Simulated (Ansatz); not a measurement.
Consider the ligand exchange at the Si–Br bond: `Cl[Si]Br` + `CNC` → `CN(C)[Si]Cl` + HBr.

Isolated molecules relaxed with PBE0-D4/def2-TZVP in Ansatz; ΔE leaves out vibrations. CBS: MP2 limit from def2 TZ/QZ plus the TZ coupled-cluster correction, frozen cores. DFT in def2-TZVPP. HSE06 is defined as in plane-wave codes. For Br outer-core shells are correlated without core-valence functions, which leaves a few kJ/mol of doubt a bond. Scalar relativity is left out up to krypton. One conformer a species, not always the lowest.

(1) Is it downhill or uphill in electronic energy at CCSD(T)/CBS, and by how much? (An estimate is asked.)

(2) What do these levels give: revPBE-D4, BLYP-D4, B97M-V, r2SCAN0-D4, HSE06-D4, BHLYP-D4, PBE0, r2SCAN0, BHLYP, CAM-B3LYP, MP2/def2-SVP, CCSD(T)/def2-SVP? (Estimate.)

Largest T1 diagnostic among the species: 0.013.

Results:

(1) Ansatz gave: Nearly level: ΔE = +1.4 kJ/mol.

(2) Computed: revPBE-D4 4.1, BLYP-D4 2.9, B97M-V 3.8, r2SCAN0-D4 5.6, HSE06-D4 7.8, BHLYP-D4 5.7, PBE0 12.3, r2SCAN0 7.8, BHLYP 11.7, CAM-B3LYP 4.0, MP2/def2-SVP -10.4, CCSD(T)/def2-SVP -8.4 kJ/mol.

At CCSD(T), def2-SVP lies −9.8 kJ/mol from the extrapolated value and def2-TZVPP −5.8 kJ/mol. From BLYP to BHLYP (50 % exact exchange), in def2-TZVPP and without D4, ΔE moves by −3.7 kJ/mol.
